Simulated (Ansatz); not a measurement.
Two structures, one formula

The two ends of one reaction step of BH₄O₃F, closed shell (PBE0-D4/def2-TZVP).

A:

B1  (-0.116, -0.242, 0.567)
F2  (0.024, 1.054, -2.271)
O3  (-1.318, 0.198, 0.129)
O4  (0.041, -0.835, 1.781)
H5  (0.616, 0.649, -1.654)
O6  (1.006, -0.092, -0.232)
H7  (-1.281, 0.599, -0.749)
H8  (-0.784, -0.898, 2.268)
H9  (1.812, -0.433, 0.161)
(Å)

B:

B1  (-0.633, 0.508, 0.302)
F2  (-0.250, 1.460, -0.552)
O3  (-1.783, -0.184, 0.115)
O4  (0.145, 0.305, 1.398)
H5  (1.729, -0.172, -1.507)
O6  (1.526, -0.932, -0.956)
H7  (-2.225, 0.027, -0.709)
H8  (-0.213, -0.379, 1.969)
H9  (1.704, -0.634, -0.059)
(Å)

Ansatz 0.2.0; basis: def2-TZVPP; cores frozen in the correlated methods. B3LYP uses VWN-RPA correlation.

**Question.** Which structure is lower at CCSD(T), and by how much? (Judge from chemistry; the value comes from the calculation.)

**Answer.** By the calculation: A, by 1.82 kcal/mol (electronic energy, against the other). By their contacts, A is a complex of BH₃O₃ ([OH][B]([OH])[OH]) + HF and B is a complex of BH₂O₂F ([OH][B]([OH])[F]) + H₂O.

**Question.** Do the other methods give the same order? (Judge from chemistry; the calculation decides.)

**Answer.** The calculation gives: Not all: HF gives the other order.

```csv
method,E(B) − E(A) (kcal/mol)
SPW92,7.41
PBE-D4,3.11
BLYP-D4,2.16
r2SCAN-D4,2.12
B97M-V,0.79
PBE0-D4,2.95
B3LYP-D4,2.27
r2SCAN0-D4,2.33
BHLYP-D4,1.99
CAM-B3LYP-D4,2.92
wB97X-V,1.94
wB97M-V,1.89
B2PLYP,2.16
PBE-QIDH,2.80
RPA on PBE,0.94
HF,-1.02
MP2,2.44
CCSD,1.38
CCSD(T),1.82
```

No T1 diagnostic of these runs exceeds 0.012.

Labels in which every atom is bracketed show which atoms are joined, not bond orders.

For scale, one of the runs: CCSD(T)/def2-TZVPP, 211 basis functions, launched by `ansatz run in.yaml --threads 4 --pin off --events-out ev --progress --plain --max-ram 9574MiB`. Time: 96 s of wall clock on 4 CPU threads of an Arm Neoverse V1; the host was shared. Peak host memory: 3.4 GiB.
